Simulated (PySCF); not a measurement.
## Correlation energy of Au⁺ (gold, charge +1)

Starting occupation: [Xe] 4f14 5d9 6p1, 5d3/2 with m_j = -3/2, -1/2, +1/2, +3/2, 5d5/2 with m_j = -3/2, -1/2, +1/2, +3/2, +5/2, 6p3/2 with m_j = +3/2. All numbers are calculated (PySCF 2.14, X2C-1e with screened-nucleus spin-orbit coupling, Gaussian nucleus, in x2c-TZVPall-2c (11s11p10d2f, 108 functions)). Frozen: [Kr] 4d10 4f14; 18 electrons correlated; the 34 highest virtual spinors left out.

MP2 pair energies summed by pair of shells (mhartree):

```tsv
pair	energy	share (%)
5d-5d	-177.05	50.1
5d-5p	-91.86	26.0
5p-5p	-28.25	8.0
5d-6p	-21.78	6.2
5d-5s	-15.49	4.4
5p-5s	-13.17	3.7
5p-6p	-2.94	0.8
5s-5s	-2.48	0.7
5s-6p	-0.17	0.0
```

Total MP2 correlation energy: -353.19 mhartree.

The GHF reference relaxed away from the jj start to a determinant that is no pure jj level (⟨S²⟩ = 2.23, ⟨J²⟩ = 20.27); the energies belong to that determinant.

This basis was not built for core-valence correlation, so the inner-shell part is incomplete.
